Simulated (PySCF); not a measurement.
Compound: C4H11AsGe.
Structure used (PBE0-D3(BJ)/def2-SVP), in Å, numbered top down from 1:
```xyz
17
C4H11AsGe angstrom
C     -1.3782    1.1807    1.8030
C     -1.3694    0.8355    0.5116
Ge    -0.3447   -0.6548   -0.1990
C     -1.4519   -1.7847   -1.3468
As     1.4912    0.3179   -1.4570
C      2.4467    1.0121    0.1300
H     -1.9444    2.0434    2.1729
H     -0.8202    0.6117    2.5566
H     -1.9453    1.4445   -0.1983
H      0.1956   -1.4596    1.0087
H     -2.3019   -2.1861   -0.7756
H     -0.8647   -2.6271   -1.7415
H     -1.8410   -1.2027   -2.1948
H      2.2382   -1.0141   -1.5294
H      1.8864    1.8773    0.5127
H      2.5421    0.2662    0.9304
H      3.4471    1.3504   -0.1745
```

Theory: PySCF, TDDFT B3LYP/def2-SVPD, vertical, gas phase, core orbitals frozen in the response. Relativistic effects, spin–orbit coupling among them, are left out although an element past zinc is present.

Computed states:

| state | E (eV) | f |
| --- | --- | --- |
| S1 | 5.06 | 0.059 |
| S2 | 5.77 | 0.014 |
| S3 | 5.83 | 0.022 |
| S4 | 6.14 | 0.052 |
| S5 | 6.34 | 0.308 |
| S6 | 6.45 | 0.166 |

Each state is given a Gaussian of 0.4 eV full width at half maximum, with ε(max) = 2.175×10⁸ f / Δν̃ (Δν̃ the width in cm⁻¹). The cross-section is σ = 3.8235×10⁻²¹ ε cm², given in Mb (10⁻¹⁸ cm²). The width is an assumption, not a result. The curve ends short of the highest state used, and states not computed would add to its high-energy end.

Task: What does the envelope look like, and where are its maxima?

Result: 
| E (eV) | σ (Mb) |
| --- | --- |
| 4.46 | 0.03 |
| 4.52 | 0.10 |
| 4.58 | 0.29 |
| 4.64 | 0.74 |
| 4.70 | 1.65 |
| 4.76 | 3.26 |
| 4.82 | 5.69 |
| 4.88 | 8.77 |
| 4.94 | 11.93 |
| 5.00 | 14.33 |
| 5.06 | 15.19 |
| 5.12 | 14.21 |
| 5.18 | 11.75 |
| 5.25 | 8.07 |
| 5.31 | 5.20 |
| 5.37 | 3.17 |
| 5.43 | 2.21 |
| 5.49 | 2.27 |
| 5.55 | 3.23 |
| 5.61 | 4.89 |
| 5.67 | 6.97 |
| 5.73 | 9.13 |
| 5.79 | 11.20 |
| 5.85 | 13.44 |

Maxima: 245 nm (5.06 eV), ε about 4000, made up of S1 (100%) (ε in L mol⁻¹ cm⁻¹; maxima over ε = 5, shares over 10%). At its high-energy end, 5.85 eV, the curve is still rising (ε about 3500, from S2, S3 and S4).

Task: Coming from long wavelengths, where does ε first pass 100 L mol⁻¹ cm⁻¹?

Result: At about 270 nm (4.60 eV), 0.46 eV below S1.

Task: On this curve, what absorbance would a 10⁻⁴ mol/L sample give at 254 nm over a 1 cm path?

Result: 254 nm is 4.881 eV, where ε is about 2300 L mol⁻¹ cm⁻¹, so A = ε c l ≈ 0.23 (Beer–Lambert, with the gas-phase spectrum and the assumed width).

Task: What would ε be at 5.06 eV, the highest of these maxima, with half the width (0.2 eV)?

Result: About 7940 L mol⁻¹ cm⁻¹ against 3970, a factor of about 2.00; a lone state at its own centre would give exactly 2.

One conformer stands for the species.
